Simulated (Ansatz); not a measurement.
System: BHSCl, charge 0, doublet. BHSCl (SMILES [S]BCl, doublet).
B3LYP-D3(BJ)/def2-TZVP minimum from Ansatz (a program for electronic structure):
```
B
H 1 1.1898
S 1 1.7544 2 118.32
Cl 1 1.7588 2 119.49 3 180.00
```
Charge 0, spin multiplicity 2.

Total energies in hartree (Ansatz). Open shells are spin-unrestricted; no spin-orbit coupling. Correlated methods leave the cores frozen. No relativity. For partners of very few electrons the exact lower level stands in for a higher one.

| species | HF/cc-pV(T+d)Z | CCSD(T)/cc-pV(T+d)Z | HF/cc-pV(Q+d)Z | CCSD(T)/cc-pV(Q+d)Z | CCSD(T)/cc-pV(D+d)Z | CCSDT(Q)/cc-pV(D+d)Z |
|---|---|---|---|---|---|---|
| 1: BHSCl (SMILES [S]BCl, doublet) | -882.38854 | -882.88174 | -882.39685 | -882.92764 | -882.73184 | -882.73384 |
| 2: B (doublet) | -24.53207 | -24.59810 | -24.53297 | -24.60084 | -24.58941 | -24.58977 |
| 3: Cl (doublet) | -459.48556 | -459.67356 | -459.48916 | -459.69449 | -459.60403 | -459.60445 |
| 4: H (doublet) | -0.49981 | -0.49981 | -0.49995 | -0.49995 | -0.49928 | -0.49928 |
| 5: S (triplet) | -397.50938 | -397.65444 | -397.51264 | -397.66785 | -397.60412 | -397.60456 |

**Question.** Work out the atomisation energy (electronic, to ground-state atoms) in kcal/mol: take Hartree-Fock from cc-pV(Q+d)Z, extrapolate the CCSD(T) correlation energy as X^-3 (X = 3, 4), and add CCSDT(Q) - CCSD(T) in cc-pV(D+d)Z. 1 hartree = 627.51 kcal/mol.

**Answer.** 
Species 1: correlation (64·(-0.53079) - 27·(-0.49320))/37 = -0.55822; step -0.00200; E1 = -882.39685 + (-0.55822) + (-0.00200) = -882.95707
Species 2: correlation (64·(-0.06787) - 27·(-0.06603))/37 = -0.06921; step -0.00036; E2 = -24.53297 + (-0.06921) + (-0.00036) = -24.60254
Species 3: correlation (64·(-0.20533) - 27·(-0.18800))/37 = -0.21798; step -0.00042; E3 = -459.48916 + (-0.21798) + (-0.00042) = -459.70756
Species 4: correlation (64·(0.00000) - 27·(0.00000))/37 = 0.00000; step +0.00000; E4 = -0.49995 + (0.00000) + (+0.00000) = -0.49995
Species 5: correlation (64·(-0.15521) - 27·(-0.14506))/37 = -0.16262; step -0.00044; E5 = -397.51264 + (-0.16262) + (-0.00044) = -397.67570
-1·E1 +1·E2 +1·E3 +1·E4 +1·E5 = 0.47132 hartree = 295.8 kcal/mol.
